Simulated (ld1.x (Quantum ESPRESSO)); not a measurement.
# Before and after: RRKJ potential for Ir

| Item | Value |
| --- | --- |
| Element | Ir (Z = 77) |
| Generator | ld1.x (Quantum ESPRESSO) 7.5 |
| Type | norm-conserving RRKJ (Kleinman–Bylander form) |
| Functional | PBE |
| Relativity | fully relativistic |
| Frozen core | [Xe] 4f14 |
| Valence charge | 9 |
| Reference configuration | 5d7 6s2 6p0 |
| Partial waves | 6p (bound, empty): rc 3.80 bohr; 5d (bound): rc 2.25 bohr; 6s (bound): rc 1.95 bohr |
| Local potential | the s channel |
| Core correction | none |
| rho0 | 0.02 |

Open shells are filled in proportion to 2j + 1 (rel_dist='average').

Change: all radii scaled by about 1.24 (s 2.42, p 4.70, d 2.78 bohr).

Cutoffs: the cutoffs (Ry, on a coarse ladder) from which the occupation-weighted sum of valence levels, in a spherical-Bessel basis at the reference potential, stays within 10 and 1 mRy of its value at 400 Ry; they do not see the model core or the augmentation charge, which bear on the density cutoff. Errors are all-electron minus pseudo energies relative to the spin-unpolarised reference configuration.

Task: How do hardness, ghosts and transferability respond?

Result: The potential gets softer (35 Ry and 45 Ry → 21 Ry and 35 Ry); of the 7 tests that both files solve, the error grows in 2 and shrinks in 4 by more than 15 % and 0.3 meV (median size 14.7 → 16.8 meV); neither file shows a bound ghost. A larger radius leaves more room for a smooth pseudo-wave, so fewer plane waves are needed.

| quantity | base | changed |
| --- | --- | --- |
| cutoff, loose | 35 Ry | 21 Ry |
| cutoff, tight | 45 Ry | 35 Ry |
| loose cutoff by channel (10 mRy a level) | d 30 Ry, s 18 Ry | d 18 Ry, s 8 Ry |
| bound ghosts | none | none |
| error for 5d7 6s1 6p0, meV [ΔE 9.89 eV] | +8.1 | +4.1 |
| error for 5d7 6s0 6p0, meV [ΔE 27.36 eV] | +52 | +9.5 |
| error for 5d6 6s0 6p0, meV [ΔE 57.90 eV] | +14 | -60 |
| error for 5d6 6s2 6p1, meV [ΔE 7.10 eV] | -49 | +44 |
| error for 5d6 6s2 6p0, meV [ΔE 12.20 eV] | -15 | +18 |
| error for 5d8 6s1 6p0, meV [ΔE -0.35 eV] | -25 | +17 |
| error for 5d7 6s1.5 6p0, meV [ΔE 4.04 eV] | +1.5 | +1.0 |
